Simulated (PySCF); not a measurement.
Molecule: SMILES C(=C)/C=C\N([SiH3])[SiH3], C4H11NSi2.

Geometry (Å), atoms numbered from 1 in this order:
```xyz
18

C     2.5469   -1.0794   -1.7360
C     1.5207   -0.7307   -0.9632
C     1.3686    0.5752   -0.3773
C     0.3340    1.0381    0.3386
N    -0.8924    0.4413    0.5935
Si   -1.5341    0.7372    2.1926
Si   -1.7311   -0.5186   -0.6035
H     3.3198   -0.3756   -1.9999
H     2.6500   -2.0752   -2.1312
H     0.7667   -1.4655   -0.7150
H     2.2133    1.2411   -0.4990
H     0.4415    2.0133    0.8046
H    -2.8869    0.1960    2.2070
H    -1.5244    2.1849    2.4197
H    -0.6774    0.0683    3.1760
H    -1.1768   -0.1595   -1.9034
H    -3.1412   -0.1359   -0.5147
H    -1.6060   -1.9487   -0.3004
```

Frames of a GFN2-xTB Langevin trajectory at 200 K; GIAO PBE0/pcSseg-1 shieldings in PySCF, gas phase, non-relativistic; equivalent atoms averaged within each frame.

References, each an isolated molecule treated in the same way: $^{13}$C (σ = 186.93 ppm), $^{29}$Si (σ = 349.16 ppm), $^{1}$H (σ = 31.72 ppm) vs TMS; $^{15}$N (σ = 267.73 ppm) vs NH3. The references are static minima.

Question: How do the shifts (ppm) fluctuate along the trajectory?

Answer: 
```csv
time (fs),C4,C2,C3,C1,N5,Si6/Si7,H10,H12,H9,H11
optimised geometry,144.3,139.9,121.5,118.6,50.7,-44.9,6.90,5.98,5.25,5.60
250,151.5,145.5,133.4,126.1,46.6,-49.2,7.26,6.45,6.15,6.04
425,148.6,144.1,134.9,130.2,36.6,-46.8,7.60,6.62,5.51,6.10
625,146.8,146.5,138.3,123.9,44.0,-47.2,7.45,6.51,5.01,6.75
800,152.5,133.0,130.4,118.5,37.8,-47.9,7.21,6.63,6.30,6.27
1000,157.8,140.3,122.9,113.8,54.3,-39.8,7.23,7.04,4.95,5.80
mean of frames,151.4,141.9,132.0,122.5,43.9,-46.2,7.35,6.65,5.58,6.19
standard deviation,4.2,5.5,5.8,6.4,7.2,3.7,0.17,0.23,0.63,0.35
```

5 frames give an uncertainty of the mean of about the standard deviation over 2.2 at best, since frames this close in time may not be independent; classical motion lacks zero-point vibration, and the reference would need the same averaging.
